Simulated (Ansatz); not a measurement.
Ideal-gas functions of `[F][GeH]([Cl])[I]` at 800 K and 1 bar, from an Ansatz frequency run at PBE0-D4/def2-TZVP.

Molar mass 254.97 g/mol, point group C1 (symmetry number 1), electronic degeneracy 1, moments of inertia 146.561, 557.791, 657.705 u Å². Harmonic wavenumbers (cm⁻¹, unscaled): 109, 162, 200, 271, 444, 689, 696, 729, 2204.

Use S(trans) = R[1.5 ln M + 2.5 ln T − 1.1517]; rotational temperatures θ = 24.2544 K / I; S(rot) = R[ln(√π/σ · √(T³/θAθBθC)) + 1.5]; for each mode x = 1.438777 ν̃/T, S = R[x/(eˣ − 1) − ln(1 − e⁻ˣ)] and H = RT x/(eˣ − 1); 1 cm⁻¹ = 0.0119627 kJ/mol; R = 8.31446 J/(mol·K).

Question: By hand: the entropy, in J/(mol·K).

Answer: Translation 198.5. Rotation: θ = 0.1655, 0.0435, 0.0369 K, giving 134.8. Vibration, mode by mode: 21.88, 18.60, 16.86, 14.37, 10.40, 7.04, 6.97, 6.63, 0.80, in all 103.6. Electronic 0.0. Sum 436.9 J/(mol·K).

Question: By hand: H − E and G − E in kJ/mol, counted from the electronic energy.

Answer: Zero-point energy ½ × 5504 × 0.0119627 = 32.9; thermal vibration 37.2; translation, rotation and pV give 4 RT = 26.6. H − E = 96.7 kJ/mol, and G − E = 96.7 − 800 × 436.9/1000 = -252.8 kJ/mol.

Vibration gives 24 % of the entropy, 21.9 J/(mol·K) of it from the mode under 150 cm⁻¹: soft modes count most, and the harmonic formula is weakest for them. The sum counts one conformer and one mirror image; others add a mixing term.
